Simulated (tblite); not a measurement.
Species: C4H11BO3Si2.
SMILES with atom numbers: `[OH:1][CH2:2][CH2:3][C:4]1=[C:5]([B:6]([OH:7])[OH:8])[SiH2:9][SiH2:10]1` (hydrogens: H11 on O1; H12, H13 on C2; H14, H15 on C3; H16 on O7; H17 on O8; H18, H19 on Si9; H20, H21 on Si10)

Computed with GFN2-xTB (tblite), gas phase: L-BFGS steps from a force-field or distance-geometry start until the largest atomic force falls under 0.01 eV/Å.

Step 155: E = -845.5569 eV
```
atom  x, y, z in Å  |  force x, y, z in eV/Å
O1      2.6151    2.0510    0.6256   -0.011  -0.025   0.004
C2      1.9734    0.8228    0.3483   -0.027  -0.046  -0.036
C3      0.8919    1.0622   -0.7098   -0.011   0.013  -0.023
C4     -0.0305   -0.1113   -0.8261   -0.002   0.003   0.021
C5     -0.9829   -0.4774    0.0633   -0.009   0.020  -0.005
B6     -1.4458    0.1653    1.4068   -0.010  -0.009   0.010
O7     -2.4359   -0.5004    2.0571    0.008   0.018   0.003
O8     -0.9763    1.3029    1.9987   -0.011  -0.003   0.003
Si9    -1.7587   -2.0504   -0.6820    0.002  -0.008  -0.013
Si10   -0.1133   -1.4156   -2.2198   -0.004  -0.046   0.031
H11     3.3498    1.8973    1.2279   -0.005  -0.001  -0.006
H12     1.5189    0.4073    1.2597   -0.008   0.021   0.031
H13     2.6874    0.0814   -0.0338    0.057  -0.002   0.001
H14     1.3821    1.2469   -1.6670   -0.010   0.038  -0.007
H15     0.3399    1.9681   -0.4412    0.007   0.006   0.009
H16    -2.7050   -0.0845    2.8771   -0.008  -0.005   0.000
H17    -0.2772    1.7676    1.5425    0.006   0.008   0.006
H18    -1.6228   -3.2547    0.1467    0.029  -0.014   0.005
H19    -3.1820   -1.9500   -1.0310   -0.004   0.025   0.001
H20    -0.4149   -0.8158   -3.5272    0.006   0.021  -0.032
H21     1.1778   -2.0953   -2.4162    0.004  -0.015  -0.002
```

Step 156: E = -845.5575 eV
```
atom  x, y, z in Å  |  force x, y, z in eV/Å
O1      2.6160    2.0484    0.6267   -0.010  -0.038   0.014
C2      1.9772    0.8202    0.3412   -0.027  -0.044  -0.036
C3      0.8861    1.0663   -0.7057   -0.007   0.012  -0.025
C4     -0.0324   -0.1104   -0.8225    0.013   0.012   0.018
C5     -0.9832   -0.4798    0.0669   -0.020   0.024   0.008
B6     -1.4537    0.1685    1.4059   -0.029  -0.014   0.034
O7     -2.4681   -0.4783    2.0410    0.051   0.049  -0.035
O8     -0.9690    1.2948    2.0085   -0.017  -0.027  -0.008
Si9    -1.7502   -2.0578   -0.6762    0.009  -0.018  -0.019
Si10   -0.1076   -1.4151   -2.2165   -0.030  -0.038   0.027
H11     3.3596    1.8899    1.2170   -0.011   0.004  -0.010
H12     1.5310    0.3921    1.2516    0.002   0.028   0.024
H13     2.6923    0.0863   -0.0543    0.045   0.003   0.003
H14     1.3680    1.2594   -1.6654   -0.011   0.038  -0.009
H15     0.3345    1.9691   -0.4256    0.007  -0.005   0.012
H16    -2.7418   -0.0541    2.8551   -0.008  -0.007   0.009
H17    -0.2512    1.7449    1.5664   -0.003   0.005   0.004
H18    -1.6050   -3.2594    0.1559    0.029  -0.008   0.001
H19    -3.1742   -1.9700   -1.0252   -0.001   0.026   0.001
H20    -0.4272   -0.8180   -3.5226    0.016   0.014  -0.012
H21     1.1898   -2.0798   -2.4230    0.002  -0.015   0.000
```

Step 157: E = -845.5579 eV
```
atom  x, y, z in Å  |  force x, y, z in eV/Å
O1      2.6272    2.0357    0.6218   -0.026  -0.020   0.004
C2      1.9769    0.8136    0.3358   -0.009  -0.015  -0.027
C3      0.8792    1.0724   -0.7011    0.006   0.010  -0.021
C4     -0.0364   -0.1062   -0.8205    0.017   0.011   0.015
C5     -0.9858   -0.4796    0.0691   -0.011   0.024  -0.001
B6     -1.4621    0.1718    1.4053    0.008  -0.009  -0.011
O7     -2.4804   -0.4666    2.0372   -0.030  -0.005  -0.020
O8     -0.9790    1.2965    2.0100   -0.050  -0.037   0.037
Si9    -1.7412   -2.0635   -0.6729    0.023  -0.028  -0.016
Si10   -0.0992   -1.4137   -2.2139   -0.068  -0.006   0.016
H11     3.3761    1.8691    1.2025    0.001   0.000   0.001
H12     1.5335    0.3866    1.2478    0.004   0.016   0.029
H13     2.6866    0.0780   -0.0660    0.024  -0.010  -0.007
H14     1.3549    1.2757   -1.6615   -0.007   0.031  -0.019
H15     0.3315    1.9737   -0.4082    0.001  -0.019   0.014
H16    -2.7594   -0.0321    2.8437   -0.010  -0.015   0.023
H17    -0.2537    1.7382    1.5767    0.075   0.066  -0.041
H18    -1.5832   -3.2637    0.1606    0.022   0.004  -0.006
H19    -3.1664   -1.9851   -1.0195    0.001   0.020   0.000
H20    -0.4326   -0.8198   -3.5208    0.030  -0.002   0.024
H21     1.2045   -2.0638   -2.4264   -0.001  -0.015   0.004
```

Step 158: E = -845.5583 eV
```
atom  x, y, z in Å  |  force x, y, z in eV/Å
O1      2.6205    2.0382    0.6265   -0.021  -0.042   0.005
C2      1.9792    0.8128    0.3305    0.008  -0.010  -0.005
C3      0.8763    1.0736   -0.7005    0.012   0.005  -0.013
C4     -0.0361   -0.1071   -0.8184   -0.005   0.000   0.012
C5     -0.9850   -0.4813    0.0715   -0.006   0.020  -0.010
B6     -1.4641    0.1726    1.4050   -0.014   0.012   0.028
O7     -2.5025   -0.4507    2.0232    0.026   0.038  -0.039
O8     -0.9659    1.2872    2.0194   -0.011  -0.037  -0.013
Si9    -1.7375   -2.0673   -0.6699    0.016  -0.025  -0.005
Si10   -0.0985   -1.4151   -2.2113   -0.051  -0.001  -0.002
H11     3.3750    1.8715    1.2002   -0.006   0.003  -0.004
H12     1.5421    0.3747    1.2416    0.016   0.021  -0.003
H13     2.6944    0.0862   -0.0801    0.003   0.009   0.004
H14     1.3468    1.2811   -1.6627   -0.008   0.032  -0.016
H15     0.3275    1.9721   -0.4015    0.003  -0.018   0.014
H16    -2.7838   -0.0143    2.8283   -0.003  -0.017   0.014
H17    -0.2282    1.7213    1.5945   -0.005   0.008  -0.002
H18    -1.5757   -3.2651    0.1665    0.021   0.002  -0.007
H19    -3.1630   -1.9938   -1.0163    0.004   0.019   0.001
H20    -0.4400   -0.8227   -3.5178    0.034  -0.006   0.035
H21     1.2094   -2.0567   -2.4292   -0.013  -0.013   0.006
```

**Question.** Estimate the geometry and energy of step 159. (The exact step hangs on the optimiser's Hessian estimate; all steps are aligned on step 158, rigid shifts and turns removed.)

**Answer.** E = -845.5587 eV, largest force 0.050 eV/Å
```
atom  x, y, z in Å  |  force x, y, z in eV/Å
O1      2.6172    2.0409    0.6268   -0.017  -0.030   0.000
C2      1.9791    0.8136    0.3318    0.015  -0.007   0.008
C3      0.8790    1.0711   -0.7025    0.006  -0.005  -0.005
C4     -0.0344   -0.1087   -0.8184    0.000  -0.003  -0.016
C5     -0.9838   -0.4810    0.0712   -0.011   0.007  -0.007
B6     -1.4605    0.1712    1.4058   -0.025   0.015   0.024
O7     -2.4975   -0.4546    2.0235    0.028   0.025  -0.033
O8     -0.9638    1.2863    2.0194   -0.023  -0.030   0.000
Si9    -1.7402   -2.0651   -0.6710    0.003  -0.015   0.005
Si10   -0.1023   -1.4163   -2.2118   -0.019   0.001  -0.008
H11     3.3703    1.8775    1.2031   -0.003   0.000  -0.001
H12     1.5408    0.3783    1.2437    0.013   0.015  -0.012
H13     2.6970    0.0874   -0.0747    0.001   0.007   0.004
H14     1.3510    1.2768   -1.6642   -0.008   0.029  -0.017
H15     0.3289    1.9693   -0.4061    0.001  -0.002   0.015
H16    -2.7783   -0.0235    2.8315   -0.004  -0.008   0.017
H17    -0.2328    1.7268    1.5903    0.010   0.008  -0.005
H18    -1.5797   -3.2634    0.1636    0.019  -0.006  -0.003
H19    -3.1658   -1.9855   -1.0163    0.005   0.016   0.002
H20    -0.4376   -0.8217   -3.5180    0.028  -0.004   0.026
H21     1.2042   -2.0623   -2.4283   -0.019  -0.012   0.007
```

The energy changes by -0.0004 eV. The first-order estimate −F·Δx gives -0.0005 eV and the mean of the old and new forces, exact on a quadratic surface, -0.0004 eV. The step makes an angle of 82° with the force vector and moves no atom by more than 0.011 Å.

What follows is the cost of the whole relaxation. On one thread of an Arm Neoverse N1 (shared host), this took 4.9 s.
